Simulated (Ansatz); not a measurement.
Frontier orbitals of C2H6OSi (`OC1C[SiH2]1`).

The species carries charge 0 and has multiplicity 1. The structure was optimised at the PBE0-D4/def2-TZVP level. It is one conformer, not always the lowest. Basis def2-TZVPP, Ansatz.

Orbital energies of one run (eV). Highest occupied ones, from the top: -6.43, -7.28, -8.70, -9.44, -10.36, -11.39, -12.31, -13.98, -14.09, -16.45, -21.12, -28.37, -98.99, -98.99. Empty: -0.18, 0.55, 0.79, 1.27, 1.60, 2.22.

Question: Which functional gave them?
A. LDA (SPW92)
B. HSE06 (plane-wave form)
C. B97M-V
D. PBE

Answer: B. HOMO energies: HSE06 -6.43, LDA (SPW92) -5.78, B97M-V -5.95, PBE -5.66 eV.
